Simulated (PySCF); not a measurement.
## GaF⁺: one state, many levels of theory

State: ²Σ⁺ (doublet), unpaired electrons σ ↑. Set-up: basis Ga aug-cc-pVDZ-PP with ECP10, F aug-cc-pVDZ; scalar-relativistic core potentials; PySCF 2.14. De refers to Ga⁺ + F in their high-spin ground configurations, without counterpoise correction. The functionals are run spin-unrestricted. A positive dipole points towards F; it is taken about the centre of mass and depends on that origin. Levels whose curve was spin-contaminated or gave no clean fit are not listed.

```
      Level  Re (Å)  ωe (cm⁻¹)  De (eV)  μ (D)
   UHF-CCSD   1.710        734     1.23    n/a
UHF-CCSD(T)   1.715        718     1.36    n/a
        PBE   1.759        615     1.54  -3.41
     PBEsol   1.740        647     1.83  -3.38
     r²SCAN   1.723        682     1.56  -3.51
      TPSSh   1.736        657     1.45  -3.56
       PBE0   1.728        665     1.29  -3.68
    r²SCAN0   1.707        710     1.30  -3.75
      ωB97X   1.731        656     1.10  -3.73
```

The bond length runs from 1.707 Å (r²SCAN0) to 1.759 Å (PBE). De spans 1.10 eV (ωB97X, range-separated hybrid) to 1.83 eV (PBEsol, GGA).

Correlated steps freeze 5 core orbitals. Correlated levels converge slowly with the basis: in double zeta they bind strong bonds too weakly, by up to about 1 eV, and carry superposition errors of some tenths. Spin–orbit coupling is left out. For an ion De counts to the pair picked by the measured ionisation energies or electron affinities, which need not be the lowest pair at this level. The state was picked by a PBE0 search and need not be the measured ground state.
